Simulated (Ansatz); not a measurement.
Molecule: sum formula BNH3, net charge -1, singlet state. It need not be the lowest isomer of its formula. Whether it binds its extra electron was not tested at this geometry. 
Geometry from a B3LYP-D3(BJ)/def2-TZVP (Ansatz, a program for electronic structure) optimisation:
```
B
N 1 1.3697
H 2 1.0230 1 110.79
H 1 1.2329 2 120.53 3 -180.00
H 1 1.2415 4 113.63 2 180.00
```
Charge -1, spin multiplicity 1.

Basis-set convergence of Hartree-Fock and CCSD(T) correlation energies (hartree) with Ansatz. Cores are frozen in the correlated levels unless marked. Spin-orbit coupling is left out. No relativistic terms. This anion needs diffuse functions, which these sets lack.

| basis | functions | E(HF) | E(corr, CCSD(T)) |
|---|---|---|---|
| def2-SVP | 43 | -80.78934 | -0.30956 |
| def2-TZVPP | 104 | -80.89197 | -0.37638 |
| def2-QZVPP | 204 | ? | ? |

Q: Fill in the missing entries.

A: 
- def2-QZVPP, E(HF): -80.89801
- def2-QZVPP, E(corr, CCSD(T)): -0.39661
